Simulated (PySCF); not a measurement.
C₄H₇N, SMILES CCCC#N (GFN2-xTB optimised geometry):

```
12

C      0.964    -0.078     1.276
C      0.403    -0.692     0.000
C     -1.132    -0.692     0.000
C     -1.652     0.652     0.000
N     -2.051     1.723    -0.005
H      0.640    -0.641     2.149
H      2.051    -0.080     1.252
H      0.623     0.950     1.385
H      0.750    -1.723    -0.098
H      0.762    -0.131    -0.866
H     -1.509    -1.208     0.888
H     -1.514    -1.205    -0.887
```

Computed with B3LYP/def2-TZVP (PySCF).

Problem. What are the frontier orbital energies and the dipole moment?

Solution. HOMO-2 -9.79 eV, HOMO-1 -9.06 eV, HOMO -9.03 eV, LUMO 0.22 eV, LUMO+1 0.72 eV; dipole moment 4.05 D.

Meta-Löwdin charges at B3LYP/def2-TZVP: C1 -0.33, C2 -0.17, C3 -0.21, C4 0.11, N5 -0.24, H6 0.11, H7 0.12, H8 0.12, H9 0.11, H10 0.11, H11 0.14, H12 0.14.
